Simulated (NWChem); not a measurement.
System: C$_{2}$H$_{5}$ClOSi; SMILES O=C[Si@@H](Cl)C

Excerpt of the output:

```
             Northwest Computational Chemistry Package (NWChem) 7.3.0
             --------------------------------------------------------

                             Geometry "geometry" -> ""
                             -------------------------

 Output coordinates in angstroms (scale by  1.889725989 to convert to a.u.)

  No.       Tag          Charge          X              Y              Z
 ---- ---------------- ---------- -------------- -------------- --------------
    1 C                    6.0000     2.02043800    -0.00825000    -0.26205600
    2 Si                  14.0000     0.26212400    -0.08585300     0.34323900
    3 Cl                  17.0000    -0.68866900    -1.82757600    -0.27179900
    4 C                    6.0000    -0.70925200     1.41628200    -0.38008500
    5 O                    8.0000    -0.18503900     2.50349300    -0.36756800
    6 H                    1.0000     2.07017500    -0.20629900    -1.34312700
    7 H                    1.0000     2.40637100     1.00677100    -0.07639100
    8 H                    1.0000     2.66074300    -0.73479000     0.25908300
    9 H                    1.0000     0.17089100    -0.01287500     1.83009000
   10 H                    1.0000    -1.74707200     1.28541500    -0.79614200

 Effective nuclear repulsion energy (a.u.)     269.7222659857

                                 NWChem DFT Module
                                 -----------------

 Summary of "ao basis" -> "ao basis" (spherical)
 ------------------------------------------------------------------------------
       Tag                 Description            Shells   Functions and Types
 ---------------- ------------------------------  ------  ---------------------
 C                          def2-svp                 6       14   3s2p1d
 Si                         def2-svp                 8       18   4s3p1d
 Cl                         def2-svp                 8       18   4s3p1d
 O                          def2-svp                 6       14   3s2p1d
 H                          def2-svp                 3        5   2s1p

 in cosmo_initialize ...
 calling solv_data for solv:dmf

 solvent parameters
 solvname_short: dmf
 solvname_long:  N,N-dimethylformamide
 dielec:       37.2190
 dielecinf:     2.0463
 nonaqueous SMD model solvent descriptors
 dielec:       37.2190
 sola:          0.0000
 solb:          0.7400
 solc:          0.0000
 solg:         49.5600
 solh:          0.0000
 soln:          1.4305

          ---------------
          -cosmo- solvent
          ---------------
 Cosmo: York-Karplus, doi: 10.1021/jp992097l
 dielectric constant -eps-     =  37.22
 screen = (eps-1)/(eps    )    =   0.97313
 surface charge correction     = lagrangian

   van der Waals surface
 --------------------------

[...]

                                COSMO-SMD solvation results
                                ---------------------------

             internal energy in gas <Psi(g)|H|Psi(g)> =      -903.778077829764
         internal energy in solvent <Psi(s)|H|Psi(s)> =      -903.777426505420
                               delta internal energy  =         0.000651324344 (    0.41 kcal/mol)
   total free energy in solvent <Psi(s)|H+V/2|Psi(s)> =      -903.784236767779
 polarization energy contribution <Psi(s)|V/2|Psi(s)> =        -0.006810262359 (   -4.27 kcal/mol)
    total free energy in solvent including G(SMD-CDS) =      -903.784821770180
                       G(SMD-CDS) energy contribution =        -0.000585002401 (   -0.37 kcal/mol)
     1 M fixed-concentration free energy of solvation =        -0.006743940416 (   -4.23 kcal/mol)

                       DFT Final Molecular Orbital Analysis
                       ------------------------------------

 Vector   26  Occ=2.000000D+00  E=-3.951072D-01
              MO Center= -5.5D-01, -1.3D+00, -2.1D-01, r^2= 2.8D+00
   Bfn.  Coefficient  Atom+Function         Bfn.  Coefficient  Atom+Function
  ----- ------------  ---------------      ----- ------------  ---------------
    43      0.410532   3 Cl px               45      0.363459   3 Cl pz
    40      0.302940   3 Cl px               42      0.270090   3 Cl pz
    44     -0.227273   3 Cl py               37      0.175539   3 Cl px
    41     -0.163167   3 Cl py               39      0.156301   3 Cl pz
    68      0.148856   5 O  px               53      0.136159   4 C  s

 Vector   27  Occ=2.000000D+00  E=-3.680751D-01
              MO Center=  2.2D-01, -8.5D-01,  1.0D-01, r^2= 3.7D+00
   Bfn.  Coefficient  Atom+Function         Bfn.  Coefficient  Atom+Function
  ----- ------------  ---------------      ----- ------------  ---------------
    45      0.367713   3 Cl pz               43     -0.308461   3 Cl px
    42      0.262572   3 Cl pz                4     -0.258002   1 C  px
    40     -0.219370   3 Cl px               94     -0.218913   9 H  s
     7     -0.176140   1 C  px               95     -0.162350   9 H  s
     3      0.156178   1 C  s                24     -0.152199   2 Si pz

 Vector   28  Occ=2.000000D+00  E=-3.055796D-01
              MO Center= -3.8D-01,  1.4D+00, -2.7D-01, r^2= 2.9D+00
   Bfn.  Coefficient  Atom+Function         Bfn.  Coefficient  Atom+Function
  ----- ------------  ---------------      ----- ------------  ---------------
    68      0.371568   5 O  px               71      0.293213   5 O  px
    99      0.254827  10 H  s                69     -0.220027   5 O  py
    70      0.201811   5 O  pz               53     -0.197431   4 C  s
   100      0.197213  10 H  s                17     -0.185424   2 Si s
    72     -0.185318   5 O  py               54     -0.183024   4 C  px

 Vector   29  Occ=0.000000D+00  E=-6.593535D-03
              MO Center= -4.0D-01,  1.4D+00, -2.6D-01, r^2= 2.5D+00
   Bfn.  Coefficient  Atom+Function         Bfn.  Coefficient  Atom+Function
  ----- ------------  ---------------      ----- ------------  ---------------
     3      0.437703   1 C  s                59      0.422791   4 C  pz
    73     -0.385702   5 O  pz               56      0.377408   4 C  pz
    27      0.364073   2 Si pz               70     -0.353564   5 O  pz
    95     -0.320255   9 H  s                25     -0.281608   2 Si px
     7     -0.194845   1 C  px               57     -0.172738   4 C  px

 Vector   30  Occ=0.000000D+00  E= 7.355510D-02
              MO Center=  2.2D-01, -1.0D-01,  4.4D-01, r^2= 3.7D+00
   Bfn.  Coefficient  Atom+Function         Bfn.  Coefficient  Atom+Function
  ----- ------------  ---------------      ----- ------------  ---------------
    26      1.151943   2 Si py               36      0.548682   3 Cl s
    25      0.532295   2 Si px                3     -0.516062   1 C  s
    44      0.443121   3 Cl py               53     -0.334842   4 C  s
    23      0.284242   2 Si py               17     -0.282223   2 Si s
    43      0.254282   3 Cl px               45      0.253390   3 Cl pz

 Vector   31  Occ=0.000000D+00  E= 1.074148D-01
              MO Center=  6.1D-01, -2.8D-01,  3.8D-01, r^2= 5.0D+00
   Bfn.  Coefficient  Atom+Function         Bfn.  Coefficient  Atom+Function
  ----- ------------  ---------------      ----- ------------  ---------------
     3      1.733582   1 C  s                25     -1.274754   2 Si px
    53     -0.990677   4 C  s                26      0.596682   2 Si py
    80     -0.549288   6 H  s                85     -0.513668   7 H  s
    27     -0.445508   2 Si pz               95      0.426928   9 H  s
   100      0.343434  10 H  s                90     -0.336175   8 H  s

     Multipole analysis of the density
     ---------------------------------

     L   x y z        total         alpha         beta         nuclear
     -   - - -        -----         -----         ----         -------
     0   0 0 0     -0.000000    -28.000000    -28.000000     56.000000

     1   1 0 0      0.303365     -3.542992     -3.542992      7.389348
     1   0 1 0     -0.340116      2.150881      2.150881     -4.641878
     1   0 0 1      0.071574      6.399547      6.399547    -12.727520

     2   2 0 0    -29.961124   -116.839562   -116.839562    203.718000
     2   1 1 0     -1.701414    -16.993128    -16.993128     32.284843
     2   1 0 1      0.275613     -4.960060     -4.960060     10.195733
     2   0 2 0    -40.954189   -238.861326   -238.861326    436.768463
     2   0 1 1      0.335981      6.566840      6.566840    -12.797698
     2   0 0 2    -32.104469    -35.916192    -35.916192     39.727915
```

Level: M05-2X/def2-SVP, SMD on the gas-phase geometry. Structure relaxed at the PBE0/def2-SVP level. Solvent: N,N-dimethylformamide.

Task: Reconstruct the input file.

Result: This is not unique; one that fits is the input that was run:
```
start job
memory heap 200 mb stack 900 mb global 1100 mb
geometry units angstroms noautosym nocenter noautoz
  C      2.020438    -0.008250    -0.262056
  Si     0.262124    -0.085853     0.343239
  Cl    -0.688669    -1.827576    -0.271799
  C     -0.709252     1.416282    -0.380085
  O     -0.185039     2.503493    -0.367568
  H      2.070175    -0.206299    -1.343127
  H      2.406371     1.006771    -0.076391
  H      2.660743    -0.734790     0.259083
  H      0.170891    -0.012875     1.830090
  H     -1.747072     1.285415    -0.796142
end
basis spherical
  * library def2-svp
end
dft
  xc m05-2x
  iterations 150
end
cosmo
  do_cosmo_smd true
  solvent dmf
end
task dft energy
```
